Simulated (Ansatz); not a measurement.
Stepwise reaction of `[SiH3]OB(S)S` with hydrogen, as a gas-phase model of exchange steps in deposition or etching. ΔE in kJ/mol.

Isolated molecules relaxed with PBE0-D4/def2-TZVP in Ansatz; ΔE leaves out vibrations. CBS: MP2 limit from def2 TZ/QZ plus the TZ coupled-cluster correction, frozen cores. This one scheme is used for every species. Functionals use def2-TZVPP. B3LYP here is the variant with VWN-RPA as its local correlation; programs differ in this. Each species was taken in one conformer, which may not be the lowest.

```json
{"step": "1", "reaction": "`[SiH3]OB(S)S` + H₂ → `[SiH3]OBS` + H₂S", "PBE-D4": "51.3", "B3LYP-D4": "43.9", "ωB97M-V": "43.2", "CCSD(T)/CBS": "44.6"}
```

(1) Give the row of step 2, `[SiH3]OBS` + H₂ → `BO[SiH3]` + H₂S. (Estimate.)

(2) By hand: ΔE of the 2 steps together at CCSD(T)/CBS.

Results:

(1) Ansatz gave: 
```
step                             reaction  PBE-D4  B3LYP-D4  ωB97M-V  CCSD(T)/CBS
   2  `[SiH3]OBS` + H₂ → `BO[SiH3]` + H₂S    68.5      58.9     55.9         57.4
```

(2) (44.6) + (57.4) = 102.0 kJ/mol, or 51.0 kJ/mol a step.

In ΔE each step is higher than the one before. All are uphill at CCSD(T)/CBS. PBE-D4 differs from CCSD(T)/CBS by 6.7 to 11.1 kJ/mol a step. Isolated molecules leave out the surface, adducts and barriers. Largest T1 diagnostic: 0.013.
